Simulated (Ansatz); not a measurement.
System: C2H8PSi, charge 0, multiplicity 2. It need not be the lowest isomer of its formula. 
Coordinates optimised at B3LYP-D3(BJ)/def2-TZVP (Ansatz, a program for electronic structure):
SMILES: C[Si](C)P
```xyz
12

C     -1.9565     0.4776     0.1657
Si    -0.3614    -0.4094    -0.3042
C     -0.0179    -1.8222     0.8970
P      1.3130     1.1224    -0.4412
H     -2.1742     1.2930    -0.5250
H     -2.8025    -0.2124     0.1599
H     -1.8758     0.8996     1.1729
H     -0.8400    -2.5413     0.9006
H      0.8996    -2.3501     0.6356
H      0.0944    -1.4289     1.9125
H      1.5908     1.1426     0.9561
H      2.3191     0.1597    -0.7130
```
Charge 0, spin multiplicity 2.

Atomisation energy built up term by term with Ansatz (kcal/mol; UHF references for open shells; valence terms freeze the core; atomic spin-orbit terms are left out). CBS marks a two-point X^-3 extrapolation of the correlation energy; Hartree-Fock from the larger set.

```csv
term,basis,kcal/mol
Hartree-Fock,cc-pV(Q+d)Z,…
CCSD correlation,"CBS(cc-pV(T+d)Z,cc-pV(Q+d)Z)",229.67
(T),"CBS(cc-pV(T+d)Z,cc-pV(Q+d)Z)",…
core correlation,cc-pwCVTZ,2.64
scalar relativity (X2C),cc-pVTZ-DK against cc-pVTZ,-1.38
sum: De,,…
```

**Question.** Complete the blanks.

**Answer.** 
- Hartree-Fock, kcal/mol: 727.74
- (T), kcal/mol: 12.48
- sum: De, kcal/mol: 971.2
